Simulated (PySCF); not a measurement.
**Computed data sheet: dimethyl malonate (`COC(=O)CC(=O)OC`)**

Compound: dimethyl malonate, C5H8O4.
Numbering: `[CH3:1][O:2][C:3](=[O:4])[CH2:5][C:6](=[O:7])[O:8][CH3:9]` (hydrogens: H10, H11, H12 on C1; H13, H14 on C5; H15, H16, H17 on C9)

Structural features include: ester.

GFN2-xTB geometry:

```yaml
Rotational_constants_A_B_C_of_the_GFN2-xTB_geometry: 3.706, 0.877, 0.816 GHz
```

PBE0/pcSseg-1 ground state and GIAO shieldings, non-relativistic (PySCF):

```yaml
Dipole_moment: 0.58 D
HOMO_energy: -8.12 eV
LUMO_energy: -0.29 eV
HOMO–LUMO_gap: 7.83 eV
Lowest_Hirshfeld_atomic_charge: -0.26 e on O4/O7
Highest_Hirshfeld_atomic_charge: +0.22 e on C3/C6
13C_chemical_shifts_computed_TMS_as_zero_by_class: 172.7 (C3/C6), 53.5 (C1/C9), 47.6 (C5) ppm
1H_chemical_shifts_computed_TMS_as_zero_by_class: 3.97 (H10/H11/H12/H15/H16/H17), 3.33 (H13/H14) ppm
Isotropic_shieldings_of_nuclei_other_than_C_and_H_by_class: -98 (O4/O7), 137 (O2/O8) ppm
Mayer_bond_orders_between_heavy_atoms: C1–O2 0.86, O2–C3 1.12, C3–O4 1.96, C3–C5 0.94, C5–C6 0.95, C6–O7 1.96, C6–O8 1.12, O8–C9 0.86
```

Monoisotopic mass (most abundant isotopes): 132.0423 u.

The dipole matches unit charges of opposite sign 0.12 Å apart (1 e·Å = 4.8032 D). The rotational constants make it an asymmetric top with κ = (2B − A − C)/(A − C) = -0.96, nearer the prolate limit (−1). With B = h/(8π²I), that is 505.379 GHz u Å² over I, the principal moments of inertia are 136.4, 576.0 and 619.6 u Å² (most abundant isotopes).

Isolated species at its GFN2-xTB geometry (one conformer only). NMR classes are plain means over equivalent atoms (diastereotopic ones count apart unless rotation or inversion swaps them), as if these changed places fast; in this geometry the members of some classes differ.

Conformer computed: `[CH3:1][O:2][C:3](=[O:4])[CH2:5][C:6](=[O:7])[O:8][CH3:9]`: C1–O2–C3–O4 -2°, O2–C3–C5–C6 -102°, C3–C5–C6–O7 77°, C5–C6–O8–C9 177°.
